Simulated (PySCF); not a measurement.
NMR data simulated for an unnamed compound:

$^{1}$H NMR (400 MHz, computed): δ 5.68 (s, 8H).

$^{13}$C{$^{1}$H} NMR (computed): δ 133.7 (CH).

Theory: σ from GIAO-KT2/pcSseg-1, spin–spin couplings from B3LYP/pcJ-1 (without the spin–dipole term), structure optimised with PBE0-D3(BJ)/def2-SVP, in PySCF (rapidly exchanging positions averaged, no relativistic terms, in vacuum, a single conformation).

Referencing at the same level of theory: TMS for $^{1}$H, $^{13}$C.

Q: Which of these does the molecule contain: a non-aromatic C=C double bond, a tert-butyl group, an NH or NH2 group, a three-membered ring?

A: 
- A non-aromatic C=C double bond: yes.
- A tert-butyl group: no.
- An NH or NH2 group: no.
- A three-membered ring: no.

The data belong to `C1=C\C=C/C=C\C=C/1`, C$_{8}$H$_{8}$; they needn't prove each group on their own.

Carbon signals by region: 1 in the sp2 and nitrile region (100–160 ppm).

Shifts are as computed. Against solution values, carbons near 30 ppm lie about +2 ppm off and those near 130 ppm about -5 ppm. Of 1211 compounds with measured shifts, 218 miss one by over three times the rms of a fit or turn the order of signals round; such compounds aren't used in these exercises.
